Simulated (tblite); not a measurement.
Compound: C₅H₁₁FO₃Si.
Numbering: `[CH3:1][O:2][C@@H:3]1[O:4][SiH2:5][O:6][C@@:7]1([CH3:8])[CH2:9][F:10]` (hydrogens: H11, H12, H13 on C1; H14 on C3; H15, H16 on Si5; H17, H18, H19 on C8; H20, H21 on C9)

Computed geometry: GFN2-xTB, gas phase.

Question: What internal coordinates does the optimisation give?

Answer: 
```json
{"bond": "C1–O2", "length (Å)": "1.415"}
{"bond": "O2–C3", "length (Å)": "1.382"}
{"bond": "C3–O4", "length (Å)": "1.394"}
{"bond": "O4–Si5", "length (Å)": "1.638"}
{"bond": "Si5–O6", "length (Å)": "1.636"}
{"bond": "O6–C7", "length (Å)": "1.404"}
{"bond": "C7–C8", "length (Å)": "1.526"}
{"bond": "C7–C9", "length (Å)": "1.529"}
{"bond": "C9–F10", "length (Å)": "1.371"}
{"bond": "C3–C7", "length (Å)": "1.557"}
{"bond": "C1–H11, C1–H12, C1–H13", "length (Å)": "1.092"}
{"bond": "C3–H14", "length (Å)": "1.105"}
{"bond": "Si5–H15", "length (Å)": "1.451"}
{"bond": "Si5–H16", "length (Å)": "1.453"}
{"bond": "C8–H17, C8–H18, C8–H19", "length (Å)": "1.086"}
{"bond": "C9–H20", "length (Å)": "1.093"}
{"bond": "C9–H21", "length (Å)": "1.094"}
```

Bonds in one row agree within 0.01 Å and their mean is given. A selection of angles:
```json
{"angle": "O2–C1–H11", "degrees": "110.8"}
{"angle": "O2–C1–H13", "degrees": "106.0"}
{"angle": "H11–C1–H12", "degrees": "109.3"}
{"angle": "C1–O2–C3", "degrees": "113.5"}
{"angle": "O2–C3–O4", "degrees": "111.8"}
{"angle": "O2–C3–C7", "degrees": "109.9"}
{"angle": "O2–C3–H14", "degrees": "110.1"}
{"angle": "O4–C3–C7", "degrees": "107.7"}
{"angle": "O4–C3–H14", "degrees": "107.3"}
{"angle": "C7–C3–H14", "degrees": "109.9"}
{"angle": "C3–O4–Si5", "degrees": "111.8"}
{"angle": "O4–Si5–O6", "degrees": "96.5"}
{"angle": "O4–Si5–H15", "degrees": "111.3"}
{"angle": "O4–Si5–H16", "degrees": "107.8"}
{"angle": "O6–Si5–H15", "degrees": "108.8"}
{"angle": "O6–Si5–H16", "degrees": "112.0"}
{"angle": "H15–Si5–H16", "degrees": "118.3"}
{"angle": "Si5–O6–C7", "degrees": "112.2"}
{"angle": "O6–C7–C8", "degrees": "109.3"}
{"angle": "O6–C7–C9", "degrees": "108.9"}
{"angle": "C8–C7–C9", "degrees": "109.8"}
{"angle": "C3–C7–O6", "degrees": "106.5"}
{"angle": "C3–C7–C8", "degrees": "111.1"}
{"angle": "C3–C7–C9", "degrees": "111.1"}
{"angle": "C7–C8–H17", "degrees": "109.3"}
{"angle": "H17–C8–H18", "degrees": "109.1"}
{"angle": "C7–C9–F10", "degrees": "111.5"}
{"angle": "C7–C9–H20", "degrees": "110.0"}
{"angle": "C7–C9–H21", "degrees": "110.5"}
{"angle": "F10–C9–H20", "degrees": "106.7"}
{"angle": "F10–C9–H21", "degrees": "107.0"}
{"angle": "H20–C9–H21", "degrees": "111.0"}
```

Dihedral angles: C1–O2–C3–O4 -66° (synclinal); O2–C3–O4–Si5 -140° (anticlinal); C3–O4–Si5–O6 8° (synperiplanar); O4–Si5–O6–C7 8° (synperiplanar); Si5–O6–C7–C8 101° (anticlinal); O6–C7–C9–F10 66° (synclinal); O2–C3–C7–O6 146° (anticlinal).

Of the pairs four or more bonds apart, F10···H14 is among the closest relative to their van der Waals radii: 2.35 Å, 88 % of the sum of Bondi's values. The 5-membered ring C3–O4–Si5–O6–C7 has internal angles of 96.5° to 112.2° (sum 535°, against 540° for a flat polygon); it is puckered, 0.09 Å rms from its mean plane, widest ring torsion 24°. The 4 C–O bonds span 1.382 Å (O2–C3, drawn single) to 1.415 Å (C1–O2, drawn single), a spread of 0.033 Å. Si5 (oxygen-bound silicon) has angles from 96.5° to 118.3°. The C–C distances run from 1.526 Å (C7–C8, drawn single) to 1.557 Å (C3–C7, drawn single), a spread of 0.031 Å. O4 (silyl ether oxygen) is bent (angle 111.8°).

Point group: C1 (no symmetry element, even within 0.4 Å). Its GFN2-xTB frequencies are all real (lowest 44 cm⁻¹). The numbers are those of one conformer. 3 starts were optimised and ended at 0.00, 0.76 and 1.18 kcal/mol (GFN2-xTB); the lowest of these is shown.

The run took 1.0 s wall on an Arm Neoverse N1 with one thread, no GPU, on a shared host. That covers the optimisation of the geometry.
